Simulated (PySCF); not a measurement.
germanium monotelluride anion (GeTe), SMILES [Ge]=[Te] (connectivity only; charge and spin as stated), charge -1, multiplicity 2.

Coordinates come from a PBE0-D3(BJ)/def2-TZVPD optimisation. The multiplicity is an assumed one; other spin states were not compared. The def2 effective core potentials stand for the cores of Te; spin–orbit coupling is left out.

Method: PBE/def2-TZVPD (PySCF).

Isolated molecule, no solvent. A positive occupied level means that this level leaves the electron formally unbound; only the finite basis holds it.

total energy: -2344.78224 hartree
point group: C∞v
α spin, highest occupied and lowest empty level: 1.51 and 1.60 eV
β spin, highest occupied and lowest empty level: -0.46 and 1.84 eV
dipole moment about the centre of nuclear charge: 0.52 D
⟨S²⟩: 0.755 (pure state 0.75)
